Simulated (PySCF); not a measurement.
The same groups moved round the core (trisilane methoxy+trifluoromethyl). Gas-phase values, no solvent. One relaxed conformer stands for each flexible species; it need not be the lowest. Strings in code marks are SMILES.

The four lowest singlet excitations (Tamm–Dancoff). All values below come from PySCF 2.14.0 with PBE-D3(BJ)/def2-TZVP // B3LYP-D3(BJ)/def2-SVP. Excitations are Tamm–Dancoff values on a coarser integration grid. The basis has no diffuse functions, so Rydberg states are missing or too high.

```tsv
state	energy (eV)	wavelength (nm)	oscillator strength
S1	5.20	239	0.000
S2	5.55	224	0.053
S3	5.78	214	0.006
S4	5.95	209	0.013
```

**Question.** Which member gives these states?
A. `CO[SiH2][Si@@H]([SiH3])C(F)(F)F` (C–O–Si–Si torsion -177°, O–Si–Si–Si torsion 25°)
B. `CO[Si@@H]([SiH3])[SiH2]C(F)(F)F` (C–O–Si–Si torsion 63°, Si–Si–Si–C torsion -44°)
C. `CO[Si]([SiH3])([SiH3])C(F)(F)F` (C–O–Si–Si torsion 175°)

**Answer.** A, `CO[SiH2][Si@@H]([SiH3])C(F)(F)F` (C–O–Si–Si torsion -177°, O–Si–Si–Si torsion 25°)
